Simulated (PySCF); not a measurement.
Constitutional and geometric isomers with formula C2H6OSi. All species are isolated molecules in the gas phase. One relaxed conformer stands for each flexible species; it need not be the lowest. Strings in code marks are SMILES.

Computed with PBE-D3(BJ)/def2-TZVP // B3LYP-D3(BJ)/def2-TZVP in PySCF. All candidates: neutral, multiplicity 1. Excitations are Tamm–Dancoff values on a coarser integration grid. The basis has no diffuse functions, so Rydberg states are missing or too high.

```json
{
  "T1 excitation (TDA)": "3.53 eV",
  "S1 excitation (TDA)": "4.14 eV",
  "HOMO": "-5.90 eV"
}
```

Task: Say which member has these values.
(A) `C/C=[SiH]\O` (C–Si–O–H torsion 0°)
(B) `C[Si](C)=O`
(C) `C[C@@H]1O[SiH2]1`
(D) `O=CC[SiH3]` (O–C–C–Si torsion 97°)

Result: D, `O=CC[SiH3]` (O–C–C–Si torsion 97°). The others give `C[Si](C)=O`: 4.04 eV, 4.40 eV, -6.02 eV; `C/C=[SiH]\O` (C–Si–O–H torsion 0°): 3.04 eV, 4.02 eV, -4.78 eV; `C[C@@H]1O[SiH2]1`: 4.35 eV, 5.33 eV, -6.14 eV
